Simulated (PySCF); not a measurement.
**CeH: one state, many levels of theory**

State: quartet, about 1.1 electrons in the 4f shell (Mulliken), real f orbitals that mix terms. Set-up: Ce x2c-TZVPPall, H x2c-TZVPPall; spin-free X2C with a Gaussian nucleus (PySCF 2.14). De refers to Ce (4f1 5d1 6s2) + H in their high-spin ground configurations, without counterpoise correction. The functionals are run spin-unrestricted. A positive dipole means Ce(−)H(+). Levels whose curve was spin-contaminated or gave no clean fit are not listed.

| Level | Re (Å) | ωe (cm⁻¹) | De (eV) | μ (D) |
| --- | --- | --- | --- | --- |
| UHF | 2.114 | 1333 | n/a | -3.70 |
| UHF-MP2 | 2.035 | 1451 | n/a | n/a |
| UHF-SCS-MP2 | 2.049 | 1431 | n/a | n/a |
| r²SCAN | 2.060 | 1351 | 2.98 | -3.34 |
| r²SCANh | 2.053 | 1368 | 2.91 | -3.41 |
| PBE0 | 2.046 | 1376 | 2.84 | -3.30 |
| ωB97M-V | 2.071 | 1335 | 2.78 | -3.48 |

Question: What does second-order correlation do here, going from UHF to UHF-MP2?

Answer: UHF-MP2 less UHF: -7.9 pm in Re, +8.9 % in ωe. Correlation nearly always deepens the well. The bond shortens, as in weak, metallic or heavy-atom bonds, where dispersion and the correlation of outer-core electrons pull the atoms together.

Correlated steps freeze 18 core orbitals. Spin–orbit coupling is left out, which matters for elements this heavy, above all for dissociation energies. The state is the lowest single determinant that the PBE0 search found; with open d or f shells the true ground state can be another one.

The whole job (state search and all levels along the bond) took about 18 min on 2 threads of Intel Xeon 6975P-C (shared host), peak memory 10 GiB.
